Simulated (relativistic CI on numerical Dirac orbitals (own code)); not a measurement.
**Yb: what numerical and physical settings do to a radial Dirac CI calculation**

Reference input:

```
atom Yb  Z=70  charge=0  electrons=70
nucleus A=174  rms_radius_fm=5.3108
hamiltonian dirac-coulomb  breit=on  qed=on  c_scale=1
orbitals kli  potential=per-configuration
slater_scale 1
correlation none
mixing on
grid step=0.0125 r_max=259.4
scf mixing=0.4 start=green max_iterations=150 tolerance=2e-08 node_fill=0.05
configurations
  [Xe] 4f14 6s2
end
```

Computed lowest total energy -14043.87389 Ha, 30 SCF steps. Runs with settings changed; * marks those that are bad on purpose:

```
                                          Changed    Outcome  Lowest level    ΔE (Ha)  First excitation (cm⁻¹)  SCF steps  Message
                 Slater scale 0.5, SCF mixing 0.1  converged      6s2 1S_0  -8.63e-09                                  99         
                 node fill of the KLI weights 0.5  converged      6s2 1S_0     0.0992                                  46         
                                   grid step 0.02  converged      6s2 1S_0   0.000192                                  27         
iteration limit 30, end of the grid at 389.1 bohr  converged      6s2 1S_0  -5.46e-12                                  30         
                                 Slater scale 5 *  converged      6s2 1S_0          0                                  30         
                  end of the grid at 38.91 bohr *  converged      6s2 1S_0  -2.73e-09                                  27
```

With so few configurations and no correlation, terms lie too far apart (by 10 to 50 % near neutrality), their order can be wrong, and levels of other configurations are missing.
